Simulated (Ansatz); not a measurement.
`ClB1N[SiH2]1` + H₂ → `B1N[SiH2]1` + HCl at 400 K and 1 bar (hydrogenolysis of a B–Cl bond).

Calculated with Ansatz (gas phase, PBE0-D4/def2-TZVP geometries, no zero-point term in ΔE). CCSD(T)/CBS is the MP2 limit (def2-TZVPP, def2-QZVPP) plus CCSD(T) − MP2 in def2-TZVPP, frozen cores. This one scheme is used for every species.

```json
{"species": "`ClB1N[SiH2]1`", "CCSD(T)/CBS energy (Eh)": "-830.20065", "H − E (kJ/mol)": "123.6", "S (J/(mol·K))": "325.8"}
{"species": "H₂", "CCSD(T)/CBS energy (Eh)": "-1.17544", "H − E (kJ/mol)": "38.0", "S (J/(mol·K))": "139.0"}
{"species": "`B1N[SiH2]1`", "CCSD(T)/CBS energy (Eh)": "-370.97252", "H − E (kJ/mol)": "137.9", "S (J/(mol·K))": "288.4"}
{"species": "HCl", "CCSD(T)/CBS energy (Eh)": "-460.38127", "H − E (kJ/mol)": "29.6", "S (J/(mol·K))": "195.4"}
```

H − E and S are ideal-gas, rigid-rotor, harmonic terms from PBE0-D4/def2-TZVP. The MP2-based limit puts H₂ 0.8 mEh under its directly extrapolated value; such offsets cancel only in part. 1 Eh = 2625.50 kJ/mol, R = 8.31446 J/(mol·K).

Task: By hand: ΔE, ΔH, ΔS and ΔG.

Result: ΔE = (-370.97252) + (-460.38127) − (-830.20065) − (-1.17544) = 0.02230 Eh = 58.5 kJ/mol. Δ(H − E) = 137.9 + 29.6 − 123.6 − 38.0 = 5.9, so ΔH = 64.4 kJ/mol. ΔS = 288.4 + 195.4 − 325.8 − 139.0 = 19.0 J/(mol·K). ΔG = 64.4 − 400 × (19.0)/1000 = 56.8 kJ/mol.

Task: By hand: the equilibrium constant, and the temperature at which ΔG would vanish if ΔH and ΔS stayed fixed.

Result: log₁₀ K = −ΔG/(RT ln 10) = -7.4. ΔG = 0 at ΔH/ΔS = 3389 K, far beyond where these terms or the molecules hold.

ΔH outweighs TΔS. A doubt of 5 kJ/mol in ΔE shifts log₁₀ K by 0.7 here. These are equilibria of isolated gas molecules and say nothing of rates. Largest T1 diagnostic: 0.014 (customary marks: 0.02 for closed shells, 0.045 for open ones).
